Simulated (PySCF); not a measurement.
C3H10O2Si, SMILES CCO[Si@@H](C)O. Geometry: PBE0-D3(BJ)/def2-SVP. The structure was generated by enumeration; whether it is a known compound was not checked. The values are those of a single conformer.

Computed equilibrium geometry at PBE0-D3(BJ)/def2-SVP (PySCF confirms it by a frequency run) as bond lengths and angles (one conformer of several):
Atoms: C1 C2 O3 Si4 C5 O6 H7 H8 H9 H10 H11 H12 H13 H14 H15 H16. Bonded distances (Å): C1–C2 1.511, C1–H7 1.101, C1–H8 1.100, C1–H9 1.100, C2–O3 1.404, C2–H10 1.109, C2–H11 1.108, O3–Si4 1.666, Si4–C5 1.856, Si4–O6 1.657, Si4–H12 1.500, C5–H13 1.101, C5–H14 1.101, C5–H15 1.101, O6–H16 0.962. Angles (°): C2–C1–H7 110.9, C2–C1–H8 110.5, C2–C1–H9 110.3, H7–C1–H8 108.5, H7–C1–H9 108.6, H8–C1–H9 108.0, C1–C2–O3 109.7, C1–C2–H10 109.9, C1–C2–H11 109.8, O3–C2–H10 110.7, O3–C2–H11 110.2, H10–C2–H11 106.5, C2–O3–Si4 125.2, O3–Si4–C5 112.5, O3–Si4–O6 107.2, O3–Si4–H12 107.0, C5–Si4–O6 107.0, C5–Si4–H12 111.4, O6–Si4–H12 111.8, Si4–C5–H13 111.0, Si4–C5–H14 110.9, Si4–C5–H15 110.1, H13–C5–H14 108.0, H13–C5–H15 108.3, H14–C5–H15 108.4, Si4–O6–H16 116.0.
Charge 0, spin multiplicity 1.
